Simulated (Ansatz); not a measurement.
Program: Ansatz. Geometries: PBE0-D4/def2-TZVP. ΔE: electronic, gas phase. CCSD(T)/CBS is the MP2 limit (def2-TZVPP, def2-QZVPP) plus CCSD(T) − MP2 in def2-TZVPP, frozen cores. DFT in def2-TZVPP. B3LYP here is the variant with VWN-RPA as its local correlation; programs differ in this. One conformer a species, not always the lowest.

Reaction (formal exchange of groups at the Si–B bond): `B[SiH](F)F` + `N=C(F)CO` → `OC[SiH](F)F` + `BC(=N)F`

`B[SiH](F)F`:

Z-matrix (Å, degrees):
```
Si
F 1 1.594
F 1 1.594 2 106.1
B 1 2.012 2 111.5 3 121.5
H 1 1.486 2 107.5 3 -114.7
H 4 1.194 1 120.9 2 -150.9
H 4 1.194 1 120.9 2 32.7
```

`N=C(F)CO`:

Z-matrix (Å, degrees):
```
C
O 1 1.400
C 1 1.503 2 112.6
H 1 1.094 2 107.6 3 119.1
H 1 1.097 2 113.0 3 -123.3
H 2 0.961 1 108.9 3 80.1
F 3 1.337 1 110.3 2 -175.3
N 3 1.243 1 130.3 2 5.0
H 8 1.018 3 109.0 1 1.3
```

`OC[SiH](F)F`:

Z-matrix (Å, degrees):
```
C
Si 1 1.867
O 1 1.419 2 112.4
H 1 1.094 2 109.6 3 -118.6
H 1 1.101 2 109.8 3 125.3
F 2 1.594 1 106.5 3 -48.2
F 2 1.586 1 111.2 3 67.8
H 2 1.478 1 115.2 3 -168.7
H 3 0.961 1 108.8 2 54.8
```

`BC(=N)F`:

```xyz
7

B    -0.841   -0.006   -0.498
C     0.570   -0.328    0.086
N     1.190    0.345    0.946
F     1.099   -1.512   -0.255
H    -1.646   -0.876   -0.615
H    -1.110    1.129   -0.743
H     0.737    1.247    1.079
```

```csv
level,ΔE (kcal/mol),difference from CCSD(T)/CBS
PBE-D4,-7.7,-0.6
r2SCAN-D4,-7.7,-0.6
PBE0-D4,-6.2,0.9
B3LYP-D4,-8.0,-0.9
ωB97X-V,-5.9,1.2
ωB97M-V,-7.7,-0.6
B2PLYP,-7.7,-0.6
PBE,-7.5,-0.4
r2SCAN,-7.7,-0.6
PBE0,-6.0,1.1
B3LYP,-7.7,-0.6
HF/def2-TZVPP,-4.4,2.7
MP2/def2-TZVPP,-7.5,-0.4
SCS-MP2/def2-TZVPP,-7.1,0.0
CCSD/def2-TZVPP,-6.0,1.1
CCSD(T)/def2-TZVPP,-6.6,0.5
HF/def2-QZVPP,-4.5,2.6
MP2/def2-QZVPP,-7.8,-0.7
SCS-MP2/def2-QZVPP,-7.4,-0.3
HF/CBS(def2),-4.5,2.6
MP2/CBS(def2),-8.0,-0.9
CCSD/CBS(def2),-6.5,0.6
CCSD(T)/CBS,-7.1,0
```

Largest T1 diagnostic among the species: 0.014.

From PBE to PBE0 (25 % exact exchange), in def2-TZVPP and without D4, ΔE moves by +1.5 kcal/mol. In def2-TZVPP, CCSD(T) changes the Hartree–Fock value by −2.2 kcal/mol (the triples alone add −0.6 kcal/mol) and MP2 by −3.1 kcal/mol.
